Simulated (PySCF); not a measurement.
Electron correlation in N (nitrogen, neutral)

[He] 2s2 2p3, high-spin 4S determinant. Computed with PySCF 2.14 in x2c-QZVPPall with one added diffuse shell each of s, p, d, f type (8s5p4d3f1g, 73 functions), with the spin-free X2C one-electron Hamiltonian (Gaussian nucleus). Frozen: 1s2; 5 electrons correlated.

```csv
level,correlation energy (mhartree)
CCSD,-118.08
(T),-2.86
CCSD(T),-120.94
```

Diagnostics: T1 = 0.0071, D1 = 0.0152, largest double amplitude 0.028.

Cost of the coupled-cluster step: about 5 core-seconds, for 5 correlated electrons.

Iterations:

```
CC2 = 0
CCSD nocc = (np.int64(4), np.int64(1)), nmo = (72, 72)
frozen orbitals [[0], [0]]
max_cycle = 100
direct = 0
conv_tol = 1e-08
conv_tol_normt = 1e-06
diis_space = 8
diis_start_cycle = 0
Init t2, MP2 energy = -0.103671670486171
Init E_corr(UCCSD) = -0.103671670486726
cycle = 1  E_corr(UCCSD) = -0.11459980957574  dE = -0.0109281391  norm(t1,t2) = 0.0295356
cycle = 2  E_corr(UCCSD) = -0.11690303683488  dE = -0.00230322726  norm(t1,t2) = 0.0112347
cycle = 3  E_corr(UCCSD) = -0.118148268192778  dE = -0.00124523136  norm(t1,t2) = 0.0053844
cycle = 4  E_corr(UCCSD) = -0.118072216958373  dE = 7.60512344e-05  norm(t1,t2) = 0.00104816
cycle = 5  E_corr(UCCSD) = -0.118078997367031  dE = -6.78040866e-06  norm(t1,t2) = 0.00030648
cycle = 6  E_corr(UCCSD) = -0.118083435621634  dE = -4.4382546e-06  norm(t1,t2) = 8.22194e-05
cycle = 7  E_corr(UCCSD) = -0.11808349245527  dE = -5.68336363e-08  norm(t1,t2) = 2.07122e-05
cycle = 8  E_corr(UCCSD) = -0.118083457762743  dE = 3.46925273e-08  norm(t1,t2) = 3.44329e-06
cycle = 9  E_corr(UCCSD) = -0.118083473127355  dE = -1.53646117e-08  norm(t1,t2) = 8.54933e-07
cycle = 10  E_corr(UCCSD) = -0.118083473662986  dE = -5.35631359e-10  norm(t1,t2) = 1.9509e-07
UCCSD converged
E(UCCSD) = -54.55182866529214  E_corr = -0.1180834736629862
UCCSD(T) correction = -0.00285863426555609
```
